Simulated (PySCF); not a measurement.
# Magnetic susceptibility: `B1C=CBC(C2CC2)=C1`, C7H10B2

Geometry:
```json
{"atom": "B1", "x (Å)": "2.364", "y (Å)": "0.555", "z (Å)": "-1.069"}
{"atom": "C2", "x (Å)": "2.907", "y (Å)": "-0.180", "z (Å)": "0.192"}
{"atom": "C3", "x (Å)": "2.061", "y (Å)": "-0.706", "z (Å)": "1.098"}
{"atom": "B4", "x (Å)": "0.564", "y (Å)": "-0.321", "z (Å)": "1.042"}
{"atom": "C5", "x (Å)": "-0.030", "y (Å)": "0.184", "z (Å)": "-0.313"}
{"atom": "C6", "x (Å)": "-1.478", "y (Å)": "0.215", "z (Å)": "-0.588"}
{"atom": "C7", "x (Å)": "-2.385", "y (Å)": "-0.844", "z (Å)": "-0.008"}
{"atom": "C8", "x (Å)": "-2.476", "y (Å)": "0.554", "z (Å)": "0.495"}
{"atom": "C9", "x (Å)": "0.838", "y (Å)": "0.704", "z (Å)": "-1.217"}
{"atom": "H10", "x (Å)": "3.088", "y (Å)": "0.869", "z (Å)": "-1.937"}
{"atom": "H11", "x (Å)": "3.975", "y (Å)": "-0.338", "z (Å)": "0.322"}
{"atom": "H12", "x (Å)": "2.465", "y (Å)": "-1.275", "z (Å)": "1.931"}
{"atom": "H13", "x (Å)": "-0.044", "y (Å)": "-0.253", "z (Å)": "2.043"}
{"atom": "H14", "x (Å)": "-1.734", "y (Å)": "0.569", "z (Å)": "-1.582"}
{"atom": "H15", "x (Å)": "-1.933", "y (Å)": "-1.586", "z (Å)": "0.632"}
{"atom": "H16", "x (Å)": "-3.180", "y (Å)": "-1.226", "z (Å)": "-0.630"}
{"atom": "H17", "x (Å)": "-3.330", "y (Å)": "1.152", "z (Å)": "0.213"}
{"atom": "H18", "x (Å)": "-2.098", "y (Å)": "0.772", "z (Å)": "1.481"}
{"atom": "H19", "x (Å)": "0.417", "y (Å)": "1.163", "z (Å)": "-2.110"}
```

Theory: GIAO BHandHLYP/pcSseg-1 magnetisability, rotational g tensor and spin-rotation constants, non-relativistic, gas phase in PySCF 2.14.0. Geometry: GFN2-xTB.

Q: How diamagnetic is it, and how anisotropic?

A: Isotropic -1098 × 10⁻³⁰ J/T², or -66.1 × 10⁻⁶ cm³/mol; principal values -1300, -1057, -936 × 10⁻³⁰ J/T², anisotropy 320 × 10⁻³⁰ J/T² (root of half the summed squared differences of the principal values). The susceptibility is in cgs units.

Q: Split it along the inertial axes a, b, c into diamagnetic and paramagnetic parts about the centre of mass, with the quadrupole moment.

A: 
| axis | χ (10⁻⁶ cm³/mol) | diamagnetic (10⁻⁶ cm³/mol) | paramagnetic (10⁻⁶ cm³/mol) | summed x² of all electrons (Å²) | quadrupole Θ (D Å) |
| --- | --- | --- | --- | --- | --- |
| a | -62.5 | -431.1 | 368.6 | 268.1 | +2.23 |
| b | -58.1 | -1245.8 | 1187.7 | 76.0 | -0.13 |
| c | -77.7 | -1459.7 | 1382.0 | 25.6 | -2.10 |

Anisotropies 2χaa − χbb − χcc = +10.8 and 2χbb − χaa − χcc = +24.0 × 10⁻⁶ cm³/mol. Θ is traceless in Buckingham's convention.

Q: And the rotational g tensor?

A: 
```
axis  rotational constant (GHz)        g  nuclear part  electronic part
   a                     3.9642  -0.0680        0.6185          -0.6865
   b                     1.0650  -0.0198        0.5745          -0.5942
   c                     0.9016  -0.0080        0.5774          -0.5854
```
Asymmetric top; isotopes 11B, 12C, 1H; no vibrational averaging.
